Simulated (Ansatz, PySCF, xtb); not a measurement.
Noncovalent pair: HF (SMILES F) (first 2 atoms) with C2H3F (SMILES C=CF); geometry from B3LYP-D3(BJ)/def2-TZVP, rigid monomers moved along the line of their centres of mass till H2···F5 is 1.64 Å.
(charge 0, multiplicity 1):
```xyz
8

F     -0.09967    -0.05493    -0.30704
H      0.01984     0.44261     0.47217
C     -0.25520    -1.19536     2.69341
C      0.00866     0.05911     2.98225
F      0.17080     1.00148     2.00447
H     -0.35621    -1.54056     1.67370
H     -0.37457    -1.90231     3.50108
H      0.12818     0.50169     3.96015
```

Monomers are frozen at their geometry in the pair; levels with a basis set take the counterpoise correction. Rows marked so take none.

Rows in 6-31G* carry no dispersion term and start afresh at each structure (6-31G* with six Cartesian d functions).

Run with Ansatz (Gaussian basis) for Hartree–Fock, density functionals and correlated methods; PySCF for 6-31G* rows, the dispersion terms; xtb for the GFN methods. Values without a source in brackets are computed.

Q: What is the computed interaction energy (PBE0-D4/def2-TZVPPD)?

A: -191 meV

Q: What is the computed interaction energy (BP86/6-31G* (no counterpoise))?

A: -282 meV

Q: What interaction energy does GFN-FF give?

A: -251 meV

Ansatz is a quantum-chemistry and plane-wave program.
